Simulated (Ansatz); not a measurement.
A nudged elastic band was laid between two geometries of BH3 + BrH (6 atoms, charge 0, multiplicity 1).

The calculation used RKS PBE/def2-TZVP in Ansatz 0.2.0.

| Item | Value |
| --- | --- |
| movable images | 7 |
| climbing image | yes |
| spring | 5.0 eV/Å² |
| optimiser | quadratic models (default) |
| start path | through a guess of the saddle point |
| force threshold | 0.03 eV/Å |
| iteration limit | 60 |
| end points | relaxed |

Image 0:

```xyz
6
Properties=species:S:1:pos:R:3
B 0.001 0.043 0.085
H -0.005 0.440 1.239
H 1.050 0.046 -0.491
H -1.052 -0.025 -0.478
Br 0.089 -2.421 0.835
H 0.052 -1.168 1.599
```

Image 8:

```xyz
6
Properties=species:S:1:pos:R:3
B 0.024 -0.737 -0.512
H -0.009 0.674 2.245
H 1.063 -0.151 -0.591
H -1.052 -0.221 -0.578
Br 0.088 -2.624 -0.291
H 0.021 -0.027 2.516
```

Task: Which bonds break or form, and what moves?

Result: Bonds broken: B1–H2, Br5–H6. Bonds formed: B1–Br5, H2–H6. BH3 + BrH becomes BBrH2 + H2.

Task: Give the energies along the band, and the barrier.

Result: The run converged. The highest image is number 0 of 0 to 8, 0.0 kJ/mol above the first end and 67.4 kJ/mol above the last; the last end lies 67.4 kJ/mol below the first. The highest image is an end point: on this band no image between the ends rises above it. A vibrational analysis next to that end finds imaginary modes (310i cm⁻¹), so it isn't a minimum. The orbitals stay closed-shell, which can raise the energy where a bond breaks towards radicals; this wasn't checked here.

```tsv
image	path coordinate (Å)	energy (kJ/mol)	B1–H2 (Å)	Br5–H6 (Å)	B1–Br5 (Å)
0	0.00	0.0	1.22	1.47	2.58
1	0.02	0.0	1.22	1.47	2.57
2	0.43	-6.9	1.26	1.63	2.31
3	0.85	-40.0	1.38	2.01	2.09
4	1.27	-54.6	1.58	2.45	1.98
5	1.69	-58.2	2.00	2.77	1.93
6	2.10	-64.1	2.39	3.11	1.91
7	2.52	-66.8	2.75	3.46	1.90
8	2.94	-67.4	3.10	3.83	1.90
```

The run took 2.7 min on 2 threads of Intel(R) Xeon(R) Platinum 8259CL CPU @ 2.50GHz (Skylake/Cascade Lake), with other jobs on the host, peak memory 0.17 GiB.
